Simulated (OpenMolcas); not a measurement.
# A ladder of methods for CH4F2OSi (SMILES C[Si](O)(F)F)

CH4F2OSi: 9 atoms, total charge 0, spin state singlet. As SMILES, `C[Si](O)(F)F`. The coordinates come from a PBE0-D4/def2-TZVP relaxation. This is one conformer, not always the lowest.

Each level gives the vertical energy of the triplet above the singlet (eV). The values are calculated.

| level | kind | program | value (eV) | CPU time (all runs) |
| --- | --- | --- | --- | --- |
| BLYP/cc-pVDZ | GGA | OpenMolcas | 8.27 | 3.3 min |
| revPBE/cc-pVDZ | GGA | OpenMolcas | 8.32 | 3.6 min |
| M06-L/cc-pVDZ | meta-GGA | OpenMolcas | 8.90 | 4.6 min |
| TPSS/cc-pVDZ | meta-GGA | OpenMolcas | 8.41 | 4 min |
| r2SCAN/cc-pVDZ | meta-GGA | OpenMolcas | 8.55 | 3.1 min |
| B3LYP/cc-pVDZ | global hybrid | OpenMolcas | 8.62 | 2.3 min |
| BHLYP/cc-pVDZ | global hybrid | OpenMolcas | 8.72 | 2.6 min |
| M06-2X/cc-pVDZ | hybrid meta-GGA | OpenMolcas | 8.98 | 3.7 min |

The values span 8.27 to 8.98 eV. A triplet this far above the singlet is often a Rydberg-like or dissociative state; sets without diffuse functions put Rydberg states too high. The upper state's dipole differs much between rows, so they may not all be the same state. Times are those of the runs behind each value, whatever else they computed, on shared processors of several kinds: orders of magnitude only.
